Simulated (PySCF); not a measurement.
Species: C₃H₄F₃NO.
Structure used (GFN2-xTB), in Å, numbered top down from 1:
```xyz
12
C3H4F3NO angstrom
C     -1.7089   -0.5096   -0.2899
C     -0.3961   -0.1245    0.3112
N     -0.0358   -0.0102    1.5007
O      0.5217    0.1441   -0.6950
C      1.7586    0.5180   -0.3581
F      2.4444    0.7161   -1.4838
F      1.8112    1.6587    0.3294
F      2.4278   -0.3961    0.3443
H     -2.3634   -0.9320    0.4667
H     -2.1759    0.3744   -0.7205
H     -1.5476   -1.2269   -1.0902
H     -0.7349   -0.2126    2.2033
```

Vertical excitations from PySCF (density fitting, frozen core in the response, grid level 2 and gas phase unless stated; continuum runs use non-equilibrium linear response for the excitations) on a GFN2-xTB geometry. Reference run:

```
                                                   settings    S1, eV (f)    S2, eV (f)    S3, eV (f)    S4, eV (f)    S5, eV (f)    S6, eV (f)  T1, eV (Tamm–Dancoff)  mean α (au)
mPW1PW91/pcseg-1, IEF-PCM dichloromethane, TDA, 12 singlets  6.37 (0.002)  8.61 (0.103)  8.75 (0.198)  9.21 (0.002)  9.87 (0.054)  9.91 (0.044)                   5.46         49.5
```

Question: What do these settings give: PW91/pcSseg-0, start guess vsap, full TDDFT, 6 singlets?

Answer: 
```tsv
settings	S1, eV (f)	S2, eV (f)	S3, eV (f)	S4, eV (f)	S5, eV (f)	S6, eV (f)	T1, eV (Tamm–Dancoff)	mean α (au)
PW91/pcSseg-0, start guess vsap, full TDDFT, 6 singlets	5.80 (0.002)	7.39 (0.014)	7.70 (0.059)	7.87 (0.029)	7.95 (0.000)	8.33 (0.006)	4.83	37.0
```

S1 moves by -0.57 eV; functional, basis, environment and response scheme change together, so the shift can't be laid on one. States are counted by energy in each run and needn't keep their character from row to row.

Question: Give the leading configurations of S1 (H = HOMO, L = LUMO) and the HOMO–LUMO gap of each run.

Answer: 
```tsv
settings	S1 configurations (weight)	S1 (eV)	orbital gap (eV)	S1 − gap (eV)
mPW1PW91/pcseg-1, IEF-PCM dichloromethane, TDA, 12 singlets	H→L 0.99	6.37	8.44	-2.07
PW91/pcSseg-0, start guess vsap, full TDDFT, 6 singlets	H→L 0.99	5.80	5.28	+0.52
```

The structure is a single GFN2-xTB conformer; no vibrational corrections.
